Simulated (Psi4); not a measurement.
C₄H₇, charge -1, singlet, geometry from GFN2-xTB (a gas-phase anion, which may not be bound at this level). Base run: B3LYP/STO-3G in Psi4.

Psi4 was given this input:
```
memory 2 GB

molecule mol {
-1 1
C    -0.017079    0.137684    1.567119
C    -0.002588    0.015899    0.238727
H    -0.019375   -0.900336    2.055516
C     0.003309    1.253666   -0.640106
H    -0.005779    2.152562   -0.023252
H     0.893269    1.292935   -1.287774
H    -0.872859    1.287990   -1.306587
C     0.010311   -1.253978   -0.638358
H     0.006195   -2.152814   -0.015777
H    -0.867325   -1.302457   -1.302631
H     0.902155   -1.297503   -1.283782
}

set {
  basis sto-3g
  reference rks
}

energy('b3lyp')
print_variables()
```

The base run was repeated with changes; each row names its change, and settings that it needs were set with it.

```
change              basis functions      E (Eh)  core-seconds (rough)
------------------  ---------------  ----------  --------------------
base                             27  -154.50248                     5
basis = 6-31G                    50  -156.49093                     6
basis = 3-21G                    50  -155.67084                     5
basis = def2-SV(P)               70  -156.41342                     7
basis = 6-31G*                   74  -156.53183                     8
basis = def2-SVP                 91  -156.43043                     9
basis = 6-31G**                  95  -156.54218                     9
basis = def2-SVPD               136  -156.45674                    10
basis = 6-311++G**              137  -156.61067                    10
basis = def2-TZVP               166  -156.62042                    20
basis = def2-TZVPD              211  -156.62528                    30
basis = pcseg-2                 218  -156.62584                    20
basis = def2-TZVPP              222  -156.62316                    20
```

Totals compare only among sets that treat the same electrons; sets with core potentials leave the core out.

A gas-phase anion may not be bound at this level; its values then depend on the basis.
